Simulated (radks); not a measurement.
Values are calculated unless marked as measured or tabulated.
Numerical settings for neutral dysprosium, [Xe] 4f10 6s2. Code: a radial shooting solver on a logarithmic mesh with Libxc functionals. Model: Dirac Kohn-Sham, PBEsol, spin-unpolarised, spherical densities, finite nucleus; open shells are shared between the two j in proportion to 2j + 1; Fermi nuclear charge, rms radius 5.2218 fm. The defaults (mesh step 0.008 in ln r, mesh end at 40 bohr or more with all orbitals vanishing there, Anderson mixing 0.5 over 9 steps, residual threshold near 1e-9 with the energy settled to 1e-9 hartree or 1e-11 of itself, here a cap of 58 iterations) give E = -12163.1215 hartree and 4f7/2 at -2.767 eV in 16 iterations. Run on one thread of a shared host, so times are rough (Arm Neoverse V2): 0.15 s of CPU time, 0.15 s wall, 16 iterations on 2440 mesh points. Changes against that run (0 stands for a change within the tolerance of the run):

setting,iterations,converged,E (mhartree),e(4f7/2) (meV),CPU (s)
mesh step in ln r 0.08,4,no,diverged,-,0.02
mesh step in ln r 0.03,16,yes,+0.0011,0,0.05
mesh step in ln r 0.05,16,yes,-0.00467,-0.0473,0.03
mesh end (bohr) 20,16,yes,0,+0.0195,0.15
mesh end (bohr) 400,16,yes,0,0,0.16
residual threshold 0.1,10,yes,0,+1.69,0.12
residual threshold 1e-05,11,yes,0,+0.267,0.13
mixing 1,14,yes,0,0,0.14
"linear mixing, mixing 0.8",58,no,+9.46e+04,+2.77e+03,1.4
"linear mixing, mixing 1",58,no,+5.94e+05,+2.77e+03,2.2
mixing history 20,23,yes,0,0,0.2
iteration cap 2,2,no,+295,-1.12e+04,0.04

No run marked as converged misses the energy by more than 1 mhartree. A mesh that ends early acts as a hard wall.
